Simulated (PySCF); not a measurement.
**How methods differ on the ionisation energy of Ga⁸⁺**

Ga⁸⁺ [Ar] 3d5 [3d3/2^4 3d5/2^1, M_J = 5/2] → Ga⁹⁺ [Ar] 3d4 [3d3/2^4, M_J = 0], as a difference of total energies. All numbers are calculated (PySCF 2.14, the two-component X2C-1e Hamiltonian, in an uncontracted even-tempered set (18 s from 0.43 bohr⁻², ratio 2.8; 13 p from 0.56 bohr⁻², ratio 2.8; 9 d from 0.56 bohr⁻², ratio 2.8; 4 f from 2.7 bohr⁻², ratio 3)). Correlated levels: [Ne] frozen; the 88 highest virtual spinors dropped. "Screened" scales the spin-orbit matrix elements by Boettger's factors to mimic the two-electron term; Breit and QED terms are absent.

```
                    method  ionisation energy (eV)
 GHF (screened spin-orbit)                  210.78
GMP2 (screened spin-orbit)                  211.45
```

Problem. How much does correlation contribute at GMP2 (screened spin-orbit)?

Solution. 211.45 − (210.78) = 0.67 eV, measured against GHF (screened spin-orbit).

The labels give the starting determinants; with spin-orbit coupling the two ends relaxed to ⟨J²⟩ = 8.75, ⟨L²⟩ = 0.01, ⟨S²⟩ = 8.73 and ⟨J²⟩ = 3.73, ⟨L²⟩ = 5.97, ⟨S²⟩ = 5.97.

The determinant of Ga⁹⁺ mixes levels of different J (the jj label is only the starting occupation), so the difference between spin-free and spin-orbit rows is not the physical spin-orbit shift.

For comparison: 211 ± 2.2 eV (theoretical estimate listed by NIST; NIST Atomic Spectra Database, ionization energies).
